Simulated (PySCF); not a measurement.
PySCF job for C₂H₁₀ClNSi₂, SMILES [SiH3][C@@H](N)[Si@@H](Cl)C, TDA-PBE/def2-SVPD. Coordinates come from a PBE0-D3(BJ)/def2-SVP optimisation. The structure was generated by enumeration; whether it is a known compound was not checked. Other conformers were not sampled.

```python
import numpy as np
from pyscf import gto, scf, dft, tdscf

mol = gto.M(
    atom='''
    C     2.15862652   -0.91487538   -0.72745155
    Si    0.93418914    0.45774462   -0.41167333
    Cl    0.88104285    0.85887721    1.63921022
    C    -0.85141211    0.09862381   -0.90064855
    N    -1.76242203    1.21377038   -0.60903611
    Si   -1.61784782   -1.46482953   -0.14635076
    H     2.18400883   -1.16580148   -1.80011769
    H     3.17075260   -0.61042696   -0.42119845
    H     1.88499230   -1.82117146   -0.16696831
    H     1.36622909    1.73129370   -1.06558015
    H    -0.85895128   -0.09469529   -1.99104359
    H    -1.50161559    2.04873227   -1.13216705
    H    -1.69364936    1.46324823    0.37760218
    H    -2.90435886   -1.78022380   -0.83363089
    H    -0.68613223   -2.62760762   -0.29703821
    H    -1.87411478   -1.24395488    1.30775918
    ''',
    basis='def2-SVPD',
    charge=0,
    spin=0,
    max_memory=1600,
    verbose=4,
)
mf = dft.RKS(mol, xc='pbe').density_fit(auxbasis='def2-universal-jkfit')
mf.grids.level = 3
mf.conv_tol = 1e-9
mf.max_cycle = 100
mf.kernel()
mf.grids = dft.Grids(mol).set(level=1).build(with_non0tab=True)  # coarser grid for the response kernel
td = tdscf.TDA(mf)
td.singlet = True
td.nstates = 6
td.conv_tol = 1e-4
td.positive_eig_threshold = 1e-6
td.kernel(x0=td.get_init_guess(mf, 11))
td.analyze()
tt = tdscf.TDA(mf)
tt.singlet = False
tt.nstates = 2
tt.conv_tol = 1e-4
tt.positive_eig_threshold = 1e-6
tt.kernel(x0=tt.get_init_guess(mf, 7))
tt.analyze(verbose=3)
```

Program output:

```
PySCF version 2.14.0

[INPUT] verbose = 4
[INPUT] num. atoms = 16
[INPUT] num. electrons = 74
[INPUT] charge = 0
[INPUT] spin (= nelec alpha-beta = 2S) = 0
[INPUT] symmetry False subgroup None
[INPUT] Mole.unit = angstrom
[INPUT] Symbol           X                Y                Z      unit          X                Y                Z       unit  Magmom
[INPUT]  1 C      2.158626520000  -0.914875380000  -0.727451550000 AA    4.079212928023  -1.728863906307  -1.374684198390 Bohr   0.0
[INPUT]  2 Si     0.934189140000   0.457744620000  -0.411673330000 AA    1.765361623143   0.865011966793  -0.777949846488 Bohr   0.0
[INPUT]  3 Cl     0.881042850000   0.858877210000   1.639210220000 AA    1.664929690506   1.623042701531   3.097658376388 Bohr   0.0
[INPUT]  4 C     -0.851412110000   0.098623810000  -0.900648550000 AA   -1.608935707038   0.186371990261  -1.701979093987 Bohr   0.0
[INPUT]  5 N     -1.762422030000   1.213770380000  -0.609036110000 AA   -3.330494952600   2.293693596309  -1.150911447870 Bohr   0.0
[INPUT]  6 Si    -1.617847820000  -1.464829530000  -0.146350760000 AA   -3.057289291025  -2.768126630875  -0.276562854522 Bohr   0.0
[INPUT]  7 H      2.184008830000  -1.165801480000  -1.800117690000 AA    4.127178542332  -2.203045512813  -3.401729426085 Bohr   0.0
[INPUT]  8 H      3.170752600000  -0.610426960000  -0.421198450000 AA    5.991854022753  -1.153539773451  -0.795949714591 Bohr   0.0
[INPUT]  9 H      1.884992300000  -1.821171460000  -0.166968310000 AA    3.562119193914  -3.441515285274  -0.315524377381 Bohr   0.0
[INPUT] 10 H      1.366229090000   1.731293700000  -1.065580150000 AA    2.581798803514   3.271670934185  -2.013654647273 Bohr   0.0
[INPUT] 11 H     -0.858951280000  -0.094695290000  -1.991043590000 AA   -1.623182673545  -0.178948163386  -3.762527087171 Bohr   0.0
[INPUT] 12 H     -1.501615590000   2.048732270000  -1.132167050000 AA   -2.837642209477   3.871542892858  -2.139485651757 Bohr   0.0
[INPUT] 13 H     -1.693649360000   1.463248230000   0.377602180000 AA   -3.200533441445   2.765138406955   0.713564704239 Bohr   0.0
[INPUT] 14 H     -2.904358860000  -1.780223800000  -0.833630890000 AA   -5.488442812854  -3.364135422432  -1.575334071077 Bohr   0.0
[INPUT] 15 H     -0.686132230000  -2.627607620000  -0.297038210000 AA   -1.296601999937  -4.965458764620  -0.561320865431 Bohr   0.0
[INPUT] 16 H     -1.874114780000  -1.243954880000   1.307759180000 AA   -3.541563660200  -2.350734034516   2.471306687086 Bohr   0.0

nuclear repulsion = 455.144065577392
number of shells = 95
number of NR pGTOs = 319
number of NR cGTOs = 215
basis = def2-SVPD
ecp = {}


******** <class 'pyscf.df.df_jk.DFRKS'> ********
method = DFRKS
initial guess = minao
damping factor = 0
level_shift factor = 0
DIIS = <class 'pyscf.scf.diis.CDIIS'>
diis_start_cycle = 1
diis_space = 8
diis_damp = 0
SCF conv_tol = 1e-09
SCF conv_tol_grad = None
SCF max_cycles = 100
direct_scf = False
XC library pyscf.dft.libxc version 7.1.2
    S. Lehtola, C. Steigemann, M. J. T. Oliveira, and M. A. L. Marques,  SoftwareX 7, 1–5 (2018)
XC functionals = pbe
    J. P. Perdew, K. Burke, and M. Ernzerhof,  Phys. Rev. Lett. 77, 3865 (1996)
    J. P. Perdew, K. Burke, and M. Ernzerhof,  Phys. Rev. Lett. 78, 1396 (1997)
    J. P. Perdew, K. Burke, and M. Ernzerhof,  Phys. Rev. Lett. 77, 3865 (1996)
    J. P. Perdew, K. Burke, and M. Ernzerhof,  Phys. Rev. Lett. 78, 1396 (1997)
radial grids:
    Treutler-Ahlrichs [JCP 102, 346 (1995); DOI:10.1063/1.469408] (M4) radial grids

becke partition: Becke, JCP 88, 2547 (1988); DOI:10.1063/1.454033
pruning grids: <function nwchem_prune>
grids dens level: 3
symmetrized grids: False
atomic radii adjust function: <function treutler_atomic_radii_adjust>
small_rho_cutoff = 0
Set gradient conv threshold to 3.16228e-05
Initial guess from minao.
tot grids = 197464
init E= -1175.18600973535
  HOMO = -0.276833842491543  LUMO = -0.0495437410164299  gap/eV = 6.18488
cycle= 1 E= -1175.04154374977  delta_E= 0.144  |g|= 0.593  |ddm|= 5.25
  HOMO = -0.114914623468274  LUMO = -0.00542644585681096  gap/eV = 2.97933
cycle= 2 E= -1174.88313816772  delta_E= 0.158  |g|= 0.976  |ddm|= 4.85
  HOMO = -0.214279621164898  LUMO = -0.0175327717491149  gap/eV = 5.35375
cycle= 3 E= -1175.13043557353  delta_E= -0.247  |g|= 0.14  |ddm|= 3.65
  HOMO = -0.197699752860164  LUMO = -0.0197444141958294  gap/eV = 4.84241
cycle= 4 E= -1175.13492736435  delta_E= -0.00449  |g|= 0.0514  |ddm|= 0.425
  HOMO = -0.202115355107162  LUMO = -0.0200306883387724  gap/eV = 4.95478
cycle= 5 E= -1175.13558297891  delta_E= -0.000656  |g|= 0.0105  |ddm|= 0.142
  HOMO = -0.201898339824899  LUMO = -0.019825140615656  gap/eV = 4.95446
cycle= 6 E= -1175.13561231375  delta_E= -2.93e-05  |g|= 0.00359  |ddm|= 0.0271
  HOMO = -0.201841425213566  LUMO = -0.0198281096047395  gap/eV = 4.95283
cycle= 7 E= -1175.1356160717  delta_E= -3.76e-06  |g|= 0.000846  |ddm|= 0.00796
  HOMO = -0.201867439606071  LUMO = -0.0198624294452645  gap/eV = 4.95261
cycle= 8 E= -1175.13561627683  delta_E= -2.05e-07  |g|= 0.000291  |ddm|= 0.00193
  HOMO = -0.201860494448902  LUMO = -0.0198416126892709  gap/eV = 4.95299
cycle= 9 E= -1175.13561630058  delta_E= -2.38e-08  |g|= 7.8e-05  |ddm|= 0.000676
  HOMO = -0.201863406986926  LUMO = -0.0198436083885554  gap/eV = 4.95301
cycle= 10 E= -1175.13561630211  delta_E= -1.52e-09  |g|= 2.94e-05  |ddm|= 0.000162
  HOMO = -0.201865208845085  LUMO = -0.0198451769259491  gap/eV = 4.95302
cycle= 11 E= -1175.13561630232  delta_E= -2.12e-10  |g|= 7.66e-06  |ddm|= 6.1e-05
  HOMO = -0.20186311971437  LUMO = -0.0198443538050195  gap/eV = 4.95298
Extra cycle  E= -1175.1356163023  delta_E= 1.98e-11  |g|= 1.21e-05  |ddm|= 5.56e-05
converged SCF energy = -1175.1356163023
tot grids = 59344
Overwritten attributes  positive_eig_threshold  of <class 'pyscf.tdscf.rks.TDA'>


******** <class 'pyscf.tdscf.rks.TDA'> for <class 'pyscf.df.df_jk.DFRKS'> ********
nstates = 6 singlet
deg_eia_thresh = 1.000e-03
wfnsym = None
conv_tol = 0.0001
eigh lindep = 1e-12
eigh level_shift = 0
eigh max_cycle = 100


Excitation energies (eV)
[5.02581567 5.10797629 5.31589767 5.68263219 5.87641752 6.05493887]

** Singlet excitation energies and oscillator strengths **
Excited State   1:      5.02582 eV    246.69 nm  f=0.0086
      37 -> 38       -0.70343
Excited State   2:      5.10798 eV    242.73 nm  f=0.0026
      37 -> 39       -0.70468
Excited State   3:      5.31590 eV    233.23 nm  f=0.0043
      37 -> 40       -0.70257
Excited State   4:      5.68263 eV    218.18 nm  f=0.0442
      37 -> 41        0.69346
      37 -> 42        0.11382
Excited State   5:      5.87642 eV    210.99 nm  f=0.0339
      37 -> 41        0.11118
      37 -> 42       -0.67944
      37 -> 43       -0.14869
Excited State   6:      6.05494 eV    204.77 nm  f=0.0035
      37 -> 42       -0.14249
      37 -> 43        0.68487

** Transition electric dipole moments (AU) **
state          X           Y           Z        Dip. S.      Osc.
  1         0.2628      0.0272     -0.0085      0.0699      0.0086
  2        -0.0307      0.1408     -0.0185      0.0211      0.0026
  3        -0.1017      0.1501     -0.0217      0.0334      0.0043
  4        -0.3960     -0.3951      0.0657      0.3173      0.0442
  5        -0.3070     -0.3743      0.0371      0.2357      0.0339
  6         0.1192     -0.0586     -0.0752      0.0233      0.0035

** Transition velocity dipole moments (imaginary part, AU) **
state          X           Y           Z        Dip. S.      Osc.
  1         0.0177      0.0022      0.0166      0.0006      0.0021
  2         0.0052      0.0106     -0.0054      0.0002      0.0006
  3        -0.0308      0.0052     -0.0083      0.0010      0.0036
  4        -0.0626     -0.0490     -0.0007      0.0063      0.0202
  5        -0.0754     -0.0582     -0.0008      0.0091      0.0280
  6         0.0067     -0.0033     -0.0079      0.0001      0.0004

** Transition magnetic dipole moments (imaginary part, AU) **
state          X           Y           Z
  1        -0.2274      0.2010      0.1036
  2        -0.0549     -0.1549      0.5046
  3        -0.1263      0.0646     -0.5674
  4         0.3567     -0.2221     -0.1966
  5         0.0476     -0.1243     -0.1147
  6         0.0793     -0.1249     -0.2040


******** <class 'pyscf.tdscf.rks.TDA'> for <class 'pyscf.df.df_jk.DFRKS'> ********
nstates = 2 triplet
deg_eia_thresh = 1.000e-03
wfnsym = None
conv_tol = 0.0001
eigh lindep = 1e-12
eigh level_shift = 0
eigh max_cycle = 100


Excitation energies (eV)
[4.84972876 4.9799806 ]

** Triplet excitation energies and oscillator strengths **
Excited State   1:      4.84973 eV    255.65 nm  f=0.0000
Excited State   2:      4.97998 eV    248.97 nm  f=0.0000
```

The run converged.
